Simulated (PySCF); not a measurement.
A mixed set of molecules. The calculation used TDDFT B3LYP/def2-SVPD, vertical, gas phase, core orbitals frozen in the response (PySCF). Geometries: PBE0-D3(BJ)/def2-SVP; one conformer of each isolated species. Triplets are in the Tamm–Dancoff approximation. Atoms past krypton carry core potentials; spin–orbit coupling is left out.

Question: Rank by computed lowest singlet excitation energy, highest first.
A. `B1(C=CC=CC=C1)O[SiH3]`
B. `FCC1=CC=CBC=C1`
C. `C1C[C@H]2CC[C@@H]1N2`
D. `[CH3][Bi]([CH3])[I]`
E. `ClCCOC1CC1`

Answer: E (6.48 eV), C (5.89 eV), B (4.44 eV), A (4.28 eV), D (3.62 eV).

```csv
SMILES,S1 (eV),f (S1),first f ≥ 0.01 (nm),T1 (eV),α (au),LUMO (eV),S1 mainly
ClCCOC1CC1,6.48,0.012,191,6.21,79.0,0.20,H→L (96%)
C1C[C@H]2CC[C@@H]1N2,5.89,0.020,211,5.74,73.8,0.32,H→L (97%)
FCC1=CC=CBC=C1,4.44,0.049,279,–,102.9,-2.23,H→L+1 (72%)
[SiH3]OB1C=CC=CC=C1,4.28,0.120,290,2.60,120.3,-2.14,H→L (96%)
[CH3][Bi]([CH3])[I],3.62,0.015,343,3.18,116.0,-2.12,H→L (98%)
```

H and L stand for HOMO and LUMO; a dash means that no computed state gives the value.
